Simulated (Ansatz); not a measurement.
Ge4H14Si2 (`[GeH3][SiH2][SiH2][GeH2][GeH2][GeH3]`) at its PBE0-D4/def2-TZVP geometry, where that method's forces vanish. Charge 0, multiplicity 1.

```csv
atom,x (Å),y (Å),z (Å)
Ge1,0.865,-0.953,2.379
Si2,1.435,1.082,1.282
Si3,-0.516,2.271,0.805
Ge4,-1.941,0.891,-0.513
Ge5,-0.704,-0.080,-2.365
Ge6,0.464,-2.113,-1.750
H7,0.337,-0.653,3.792
H8,2.076,-1.893,2.495
H9,-0.245,-1.683,1.602
H10,2.131,0.778,0.001
H11,2.362,1.870,2.142
H12,-1.200,2.658,2.070
H13,-0.205,3.510,0.038
H14,-3.124,1.711,-1.062
H15,-2.518,-0.247,0.350
H16,0.308,0.953,-2.898
H17,-1.678,-0.410,-3.513
H18,-0.513,-3.098,-1.088
H19,1.605,-1.817,-0.764
H20,1.063,-2.778,-3.002
```

Task: For each bond, give half the difference of the two atoms' forces along it (eV/Å; positive pushes the atoms apart) under PBE-D4, r2SCAN-D4, B3LYP-D4, ωB97M-V in def2-TZVPP. (Estimate.)

Result: Computed: 
| bond | length (Å) | PBE-D4 | r2SCAN-D4 | B3LYP-D4 | ωB97M-V |
| --- | --- | --- | --- | --- | --- |
| Ge1–Si2 | 2.381 | -0.05 | 0.00 | 0.11 | 0.04 |
| Ge1–H7 | 1.538 | 0.09 | -0.04 | 0.00 | -0.06 |
| Ge1–H9 | 1.538 | 0.08 | -0.04 | -0.02 | -0.04 |
| Si2–H10 | 1.489 | 0.10 | -0.01 | -0.11 | -0.10 |
| Si2–H11 | 1.489 | 0.10 | -0.01 | -0.10 | -0.12 |
| Si3–Ge4 | 2.381 | -0.04 | 0.00 | 0.09 | 0.04 |
| Si3–H12 | 1.490 | 0.10 | -0.01 | -0.10 | -0.11 |
| Si3–H13 | 1.489 | 0.10 | -0.01 | -0.10 | -0.11 |
| Ge5–Ge6 | 2.424 | -0.04 | 0.00 | 0.10 | 0.03 |
| Ge5–H16 | 1.541 | 0.09 | -0.03 | -0.03 | -0.06 |
| Ge5–H17 | 1.541 | 0.09 | -0.04 | -0.04 | -0.08 |
| Ge6–H18 | 1.537 | 0.09 | -0.04 | -0.01 | -0.06 |
| Ge6–H19 | 1.537 | 0.08 | -0.03 | -0.03 | -0.04 |
| Ge6–H20 | 1.538 | 0.08 | -0.04 | -0.02 | -0.07 |

B3LYP here is the variant with VWN-RPA as its local correlation; programs differ in this.
